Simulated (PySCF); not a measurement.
Atom-mapped SMILES (the numbers label the heavy atoms): `[CH2:1]1[C@H:2]2[CH2:3][C@H:4]3[CH2:5][C@@H:6]1[CH2:7][C@@H:8]([CH2:9]2)[CH2:10]3`. Hydrogens are named by the atom that carries them.

GIAO PBE0/pcSseg-1 shifts (PySCF, gas phase, non-relativistic, equivalent atoms averaged), each against references optimised in the same way as the molecule (TMS).

On the GFN2-xTB geometry: C1/C3/C5/C7/C9/C10 40.8, C2/C4/C6/C8 31.2, H(C1)/H(C3)/H(C5)/H(C7)/H(C9)/H(C10) 1.83, H(C2)/H(C4)/H(C6)/H(C8) 1.79 ppm.

Question: What changes on the PBE0-D3(BJ)/def2-SVP geometry?

Answer: 
```
                               atoms  δ (ppm)  change
                  C1/C3/C5/C7/C9/C10     40.3    -0.5
                         C2/C4/C6/C8     30.4    -0.8
H(C1)/H(C3)/H(C5)/H(C7)/H(C9)/H(C10)     1.68   -0.15
             H(C2)/H(C4)/H(C6)/H(C8)     1.56   -0.23
```

Bonds between heavy atoms that differ most (equivalent bonds averaged): C1–C2 1.528 → 1.532 Å. Mean change of bonds to hydrogen: C–H +0.010 Å.
